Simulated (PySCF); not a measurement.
Isomers of C2H7FOSi2.

All values: PBE0/pcSseg-1 (PySCF) at GFN2-xTB geometries, gas phase, one conformer each.

Task: Rank by the highest IAO charge on any atom, highest value first.
A. `[CH3:1][SiH2:2][Si@@H:3]([F:4])[CH:5]=[O:6]` with C1–Si2–Si3–F4 -174°, Si2–Si3–C5–O6 57°
B. `[F:1][Si@H:2]1[CH2:3][CH2:4][SiH2:5][O:6]1` with F1–Si2–C3–C4 93°, Si2–C3–C4–Si5 26°, C3–C4–Si5–O6 -21°, C4–Si5–O6–Si2 7°
C. `[F:1][C@@H:2]1[CH2:3][SiH2:4][O:5][SiH2:6]1` with F1–C2–C3–Si4 -154°, C2–C3–Si4–O5 23°, C3–Si4–O5–Si6 -7°, Si4–O5–Si6–C2 -9°
D. `[CH2:1]=[CH:2][SiH2:3][O:4][SiH2:5][F:6]` with C1–C2–Si3–O4 -161°, C2–Si3–O4–Si5 -32°, Si3–O4–Si5–F6 -9°

Result: B (+1.379 e), D (+1.299 e), C (+1.005 e), A (+0.884 e).

Task: Rank by LUMO energy, lowest first.
A. `[F:1][Si@H:2]1[CH2:3][CH2:4][SiH2:5][O:6]1` with F1–Si2–C3–C4 93°, Si2–C3–C4–Si5 26°, C3–C4–Si5–O6 -21°, C4–Si5–O6–Si2 7°
B. `[F:1][C@@H:2]1[CH2:3][SiH2:4][O:5][SiH2:6]1` with F1–C2–C3–Si4 -154°, C2–C3–Si4–O5 23°, C3–Si4–O5–Si6 -7°, Si4–O5–Si6–C2 -9°
C. `[CH2:1]=[CH:2][SiH2:3][O:4][SiH2:5][F:6]` with C1–C2–Si3–O4 -161°, C2–Si3–O4–Si5 -32°, Si3–O4–Si5–F6 -9°
D. `[CH3:1][SiH2:2][Si@@H:3]([F:4])[CH:5]=[O:6]` with C1–Si2–Si3–F4 -174°, Si2–Si3–C5–O6 57°

Result: D (-1.72 eV), C (-0.55 eV), B (-0.07 eV), A (0.39 eV).

Task: Rank by the lowest Hirshfeld charge on any atom, lowest value first.
A. `[CH2:1]=[CH:2][SiH2:3][O:4][SiH2:5][F:6]` with C1–C2–Si3–O4 -161°, C2–Si3–O4–Si5 -32°, Si3–O4–Si5–F6 -9°
B. `[CH3:1][SiH2:2][Si@@H:3]([F:4])[CH:5]=[O:6]` with C1–Si2–Si3–F4 -174°, Si2–Si3–C5–O6 57°
C. `[F:1][Si@H:2]1[CH2:3][CH2:4][SiH2:5][O:6]1` with F1–Si2–C3–C4 93°, Si2–C3–C4–Si5 26°, C3–C4–Si5–O6 -21°, C4–Si5–O6–Si2 7°

Result: C (-0.316 e), A (-0.302 e), B (-0.214 e).

All values together:

```
                 SMILES  μ (D)  HOMO (eV)  LUMO (eV)  lowest IAO charge (e)  highest IAO charge (e)  lowest Hirshfeld charge (e)  highest Hirshfeld charge (e)
     F[Si@H]1CC[SiH2]O1   2.67      -8.50       0.39             -0.887 (O)             +1.379 (Si)                   -0.316 (O)                   +0.490 (Si)
F[C@@H]1C[SiH2]O[SiH2]1   1.24      -8.11      -0.07             -0.895 (O)             +1.005 (Si)                   -0.320 (O)                   +0.420 (Si)
   C[SiH2][Si@@H](F)C=O   1.57      -7.09      -1.72             -0.705 (C)             +0.884 (Si)                   -0.214 (F)                   +0.354 (Si)
      C=C[SiH2]O[SiH2]F   1.27      -8.09      -0.55             -0.886 (O)             +1.299 (Si)                   -0.302 (O)                   +0.488 (Si)
```

Conformers: `[F:1][Si@H:2]1[CH2:3][CH2:4][SiH2:5][O:6]1` with F1–Si2–C3–C4 93°, Si2–C3–C4–Si5 26°, C3–C4–Si5–O6 -21°, C4–Si5–O6–Si2 7°; `[F:1][C@@H:2]1[CH2:3][SiH2:4][O:5][SiH2:6]1` with F1–C2–C3–Si4 -154°, C2–C3–Si4–O5 23°, C3–Si4–O5–Si6 -7°, Si4–O5–Si6–C2 -9°; `[CH3:1][SiH2:2][Si@@H:3]([F:4])[CH:5]=[O:6]` with C1–Si2–Si3–F4 -174°, Si2–Si3–C5–O6 57°; `[CH2:1]=[CH:2][SiH2:3][O:4][SiH2:5][F:6]` with C1–C2–Si3–O4 -161°, C2–Si3–O4–Si5 -32°, Si3–O4–Si5–F6 -9°.
